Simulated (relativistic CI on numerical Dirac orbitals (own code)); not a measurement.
## Tm⁴⁺: N4,5 absorption edge

Computed with this model: Dirac-Coulomb-Breit CI, separate exchange-only KLI orbitals for each configuration, a model potential for QED, valence Slater integrals scaled by 0.8, multiplet model of core-to-valence dipole absorption; configurations [Xe] 4f11 → [Kr] 4d9 4f12 5s2 5p6; 80 K; Lorentzian 0.3 eV and Gaussian 0.2 eV FWHM. Energies are those of the free ion, without screening or charge transfer. The branching ratio is the share of the lower-energy edge in the whole absorption, uncertain by about 0.02 where the edges overlap. S is read from ⟨S²⟩ = S(S + 1).

Field parameters in Wybourne normalisation; cubic f-shell fields have B⁴₄ = √(5/14) B⁴₀ and B⁶₄ = −√(7/2) B⁶₀. The field is a parameter set, without covalency.

free ion: ground-state S = 1.47, centroid 183.35 eV. Peaks (eV, height): 175.9 (12), 178.0 (51), 180.6 (12), 182.7 (12), 187.4 (100), 188.1 (16).

D3h, B20 = 740, B40 = 20, B60 = -750, B66 = 800 cm⁻¹: ground-state S = 1.47, centroid 183.36 eV. Peaks (eV, height): 175.9 (12), 178.0 (51), 180.6 (12), 182.7 (13), 187.4 (100), 188.1 (16).

Oh, B40 = -3870, B60 = 1210 cm⁻¹: ground-state S = 1.47, centroid 183.39 eV. Peaks (eV, height): 176.0 (13), 178.1 (53), 180.7 (12), 182.7 (13), 187.5 (100), 188.2 (16).

Strongest unbroadened transitions for D3h, B20 = 740, B40 = 20, B60 = -750, B66 = 800 cm⁻¹:

| Energy (eV) | Relative strength |
| --- | --- |
| 173.70 | 4.9 |
| 175.92 | 10.1 |
| 175.93 | 4.9 |
| 178.02 | 24.0 |
| 178.03 | 29.0 |
| 178.04 | 16.6 |
| 179.17 | 4.4 |
| 180.62 | 12.4 |
| 182.48 | 2.6 |
| 182.73 | 2.6 |
| 182.74 | 8.3 |
| 187.41 | 3.7 |
| 187.42 | 21.7 |
| 187.43 | 100.0 |
| 187.44 | 16.3 |
| 188.18 | 2.8 |
| 188.19 | 7.5 |
| 188.20 | 3.6 |
